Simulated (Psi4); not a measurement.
ClF (SMILES FCl), singlet, geometry from GFN2-xTB. Base run: Psi4 with R2SCAN/STO-3G.

The Psi4 input:
```
memory 2 GB

molecule mol {
0 1
F    -0.000000   -0.000000   -1.099521
Cl    0.000000    0.000000    0.582099
}

set {
  basis sto-3g
  reference rks
}

energy('r2scan')
print_variables()
```

Variants of this job, named by their change:

```json
[
 {"change": "base", "ΔE vs base (mEh)": "0.000", "SCF cycles": "6", "grid points": "40513", "basis functions": "14", "outcome": "converged"},
 {"change": "dft_nuclear_scheme = stratmann", "ΔE vs base (mEh)": "-0.026", "SCF cycles": "6", "grid points": "39211", "basis functions": "14", "outcome": "converged"},
 {"change": "dft_radial_scheme = multiexp", "ΔE vs base (mEh)": "-0.251", "SCF cycles": "6", "grid points": "44534", "basis functions": "14", "outcome": "converged"},
 {"change": "puream = true", "ΔE vs base (mEh)": "0.000", "SCF cycles": "6", "grid points": "40513", "basis functions": "14", "outcome": "converged"},
 {"change": "cholesky_tolerance = 1e-3 (with scf_type cd)", "ΔE vs base (mEh)": "0.727", "SCF cycles": "6", "grid points": "40513", "basis functions": "14", "outcome": "converged"},
 {"change": "soscf = true", "ΔE vs base (mEh)": "-", "SCF cycles": "-", "grid points": "-", "basis functions": "14", "outcome": "stopped with an error"},
 {"change": "d_convergence = 1e-10", "ΔE vs base (mEh)": "0.000", "SCF cycles": "8", "grid points": "40513", "basis functions": "14", "outcome": "converged"},
 {"change": "basis_guess = sto-3g", "ΔE vs base (mEh)": "0.000", "SCF cycles": "1", "grid points": "40513", "basis functions": "14", "outcome": "converged"},
 {"change": "dft_basis_tolerance = 1e-8", "ΔE vs base (mEh)": "0.000", "SCF cycles": "6", "grid points": "39068", "basis functions": "14", "outcome": "converged"},
 {"change": "diis_max_vecs = 15", "ΔE vs base (mEh)": "0.000", "SCF cycles": "6", "grid points": "40513", "basis functions": "14", "outcome": "converged"},
 {"change": "df_basis_scf = cc-pvqz-jkfit", "ΔE vs base (mEh)": "0.987", "SCF cycles": "6", "grid points": "40513", "basis functions": "14", "outcome": "converged"},
 {"change": "e_convergence = 1e-8", "ΔE vs base (mEh)": "0.000", "SCF cycles": "6", "grid points": "40513", "basis functions": "14", "outcome": "converged"},
 {"change": "dft_spherical_points = 974", "ΔE vs base (mEh)": "-0.028", "SCF cycles": "6", "grid points": "130589", "basis functions": "14", "outcome": "converged"}
]
```

- soscf = true: ended with `Fatal Error: Vx: RKS does not support rotated V builds for MGGA's`
